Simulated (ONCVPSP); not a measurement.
# Cd (Z = 48), ONCV: configuration errors across variants

```json
{"Element": "cadmium", "Generator": "ONCVPSP 4.0.1", "Type": "optimised norm-conserving Vanderbilt (ONCV)", "Functional": "PBE", "Relativity": "scalar-relativistic", "Frozen core": "[Ar] 3d10", "Valence charge": "20", "Reference configuration": "4s2 4p6 4d10 5s0.5 (charge +1.5)", "Partial waves": "4s+5s: rc 1.25 bohr, ncon 4, nbas 7, qcut 7.5 1/bohr, 2 projectors; 4p: rc 1.00 bohr, ncon 4, nbas 7, qcut 8.2 1/bohr, 1 projector; 4d: rc 1.60 bohr, ncon 4, nbas 8, qcut 7.9 1/bohr, 1 projector", "Local potential": "polynomial inside 0.90 bohr (lpopt 5, dvloc0 3 Ha)", "Core correction": "Teter function, fcfact 2, rcfact 1.55"}
```

All-electron excitation energies from the reference (eV): (1) 4s2 4p6 4d10 5s2 -16.802; (2) 4s2 4p6 4d10 5s1 -7.530; (3) 4s2 4p6 4d10 5s0 9.596; (4) 4s2 4p6 4d9 5s2 5p1 -4.156.

Errors AE − PS in meV (a dash: test not solved or not reliable):

| change | (1) | (2) | (3) | (4) | bound ghosts | GHOST(+) flags above zero |
| --- | --- | --- | --- | --- | --- | --- |
| base | +2.0 | +1.0 | -1.7 | +69 | none | s |
| local potential polynomial inside 0.90 bohr (lpopt 5, dvloc0 -2.5 Ha) | +2.0 | +1.0 | -1.7 | +91 | none | s |
| local potential polynomial inside 0.90 bohr (lpopt 5, dvloc0 -1 Ha) | +2.0 | +1.0 | -1.7 | +84 | none | s |
| local potential polynomial inside 0.90 bohr (lpopt 5, dvloc0 0.5 Ha) | +2.0 | +1.0 | -1.7 | +77 | none | s |
| local potential polynomial inside 0.90 bohr (lpopt 5, dvloc0 1.5 Ha) | +2.0 | +1.0 | -1.7 | +73 | none | s |
| local potential polynomial inside 0.90 bohr (lpopt 5, dvloc0 4 Ha) | +2.0 | +1.0 | -1.7 | +66 | none | s |
| local potential polynomial inside 0.90 bohr (lpopt 5, dvloc0 5.5 Ha) | +2.0 | +1.0 | -1.7 | +61 | none | s |
| local potential polynomial inside 0.90 bohr (lpopt 5, dvloc0 6.5 Ha) | +2.0 | +1.0 | -1.7 | +59 | none | s |
| local potential polynomial inside 0.90 bohr (lpopt 5, dvloc0 9.5 Ha) | +2.0 | +1.0 | -1.7 | +52 | none | s |

Give the same row for: local potential polynomial inside 0.90 bohr (lpopt 5, dvloc0 7.5 Ha).

+2.0, +1.0, -1.7, +57; bound ghosts: none; GHOST(+) flags above zero: s.
